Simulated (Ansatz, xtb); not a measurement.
## C5H11Na: which of two isomers lies lower

Structure X: `CC[C@H](C)[CH2][Na]`, a singlet. Structure Y: `CC(C)(C)[CH2][Na]`, a singlet. Both are isolated molecules in the gas phase, relaxed with PBE0-D3(BJ)/def2-SVP; the shapes shown needn't be the lowest conformers.

X (Å):

```json
{"atom": "C", "x (Å)": "-0.1719", "y (Å)": "1.4128", "z (Å)": "2.5138"}
{"atom": "C", "x (Å)": "-0.9383", "y (Å)": "0.5624", "z (Å)": "1.5114"}
{"atom": "C", "x (Å)": "-0.3368", "y (Å)": "-0.8122", "z (Å)": "1.2030"}
{"atom": "C", "x (Å)": "1.0362", "y (Å)": "-0.6876", "z (Å)": "0.5494"}
{"atom": "C", "x (Å)": "-1.2813", "y (Å)": "-1.6670", "z (Å)": "0.3724"}
{"atom": "Na", "x (Å)": "-1.7091", "y (Å)": "-0.6834", "z (Å)": "-1.7095"}
{"atom": "H", "x (Å)": "-0.0597", "y (Å)": "0.8870", "z (Å)": "3.4759"}
{"atom": "H", "x (Å)": "-0.6902", "y (Å)": "2.3633", "z (Å)": "2.7156"}
{"atom": "H", "x (Å)": "0.8398", "y (Å)": "1.6620", "z (Å)": "2.1573"}
{"atom": "H", "x (Å)": "-1.9692", "y (Å)": "0.4107", "z (Å)": "1.8762"}
{"atom": "H", "x (Å)": "-1.0419", "y (Å)": "1.1194", "z (Å)": "0.5567"}
{"atom": "H", "x (Å)": "-0.1634", "y (Å)": "-1.2923", "z (Å)": "2.1945"}
{"atom": "H", "x (Å)": "1.4467", "y (Å)": "-1.6808", "z (Å)": "0.3087"}
{"atom": "H", "x (Å)": "0.9637", "y (Å)": "-0.1240", "z (Å)": "-0.4013"}
{"atom": "H", "x (Å)": "1.7709", "y (Å)": "-0.1697", "z (Å)": "1.1866"}
{"atom": "H", "x (Å)": "-2.2413", "y (Å)": "-1.8119", "z (Å)": "0.9012"}
{"atom": "H", "x (Å)": "-0.8529", "y (Å)": "-2.6726", "z (Å)": "0.2088"}
```

Y (Å):

```xyz
17

C    -0.3102    1.3620    0.1182
C    -0.3225   -0.1417    0.4060
C     0.5544   -0.4185    1.6302
C     0.3043   -0.8636   -0.8024
C    -1.7517   -0.6327    0.6450
Na   -2.8072    0.3889    2.4606
H    -0.9526    1.6019   -0.7446
H     0.7056    1.7316   -0.1032
H    -0.6911    1.9335    0.9836
H     0.5479   -1.4911    1.8835
H     0.1855    0.1328    2.5138
H     1.6026   -0.1165    1.4640
H     1.3386   -0.5293   -1.0010
H     0.3269   -1.9519   -0.6331
H    -0.2905   -0.6825   -1.7116
H    -2.3634   -0.4600   -0.2611
H    -1.7488   -1.7270    0.8106
```

Energies in hartree; the thermal terms are from PBE0-D3(BJ)/def2-SVP harmonic frequencies (ideal gas, rigid rotor, one conformer each, 298.15 K, 1 atm) and include the zero-point energy:

|  | X | Y |
| --- | --- | --- |
| E, CCSD(T)/def2-SVP | −358.190523 | −358.194667 |
| E, MP2/def2-SVP | −358.096322 | −358.101341 |
| E, MP2/def2-TZVPP | −358.693066 | −358.698283 |
| zero-point energy | 0.147156 | 0.146448 |
| H(298 K) − E | 0.156688 | 0.155904 |
| G(298 K) − E | 0.113747 | 0.113838 |

Task: Correct the CCSD(T) difference for the basis set by the MP2 change, then work out ΔE, ΔE₀, ΔH and ΔG for X → Y in kJ/mol (1 Eh = 2625.50 kJ/mol) and the equilibrium ratio [Y]/[X].

Result: 1. Differences Y − X: CCSD(T) −0.004144, MP2 in the small set −0.005019, MP2 in the large set −0.005217 Eh.
2. ΔE = −0.004144 + (−0.005217 − (−0.005019)) = −0.004342 Eh = −11.40 kJ/mol.
3. ΔE₀ = ΔE + ΔZPE = −0.004342 + (−0.000708) Eh = −13.26 kJ/mol.
4. ΔH = ΔE + (−0.000784) Eh = −13.46 kJ/mol.
5. ΔG = ΔE + (+0.000091) Eh = −11.16 kJ/mol, so ΔS = (ΔH − ΔG)/T = −7.7 J/(mol K).
6. kT = 0.9442 mEh, so K = [Y]/[X] = exp(−ΔG/kT) = exp(+4.50) ≈ 90.

Structure Y is favoured at this temperature. An error of 4 kJ/mol in ΔG would change K by a factor of 5. Mirror images and further conformers aren't counted.

As drawn, both hold the same kinds of bond in the same numbers. Structure X has 2 methyl groups, Y 3.

Other levels gave ΔE = −10.8 (GFN2-xTB); −7.6 (HF/STO-3G, GFN2-xTB geometries); −7.0 (r2SCAN-D4/def2-SVP, GFN2-xTB geometries); −3.9 (PBE0-D3(BJ)/def2-SVP); −2.5 (HF/def2-SVP); −13.2 (MP2/def2-SVP); −10.9 (CCSD(T)/def2-SVP) kJ/mol. The correlated steps freeze 6 core orbitals; the last core shell of Na is correlated, in a basis made for valence electrons. Programs: Ansatz 0.2.0, xtb 6.7.1.
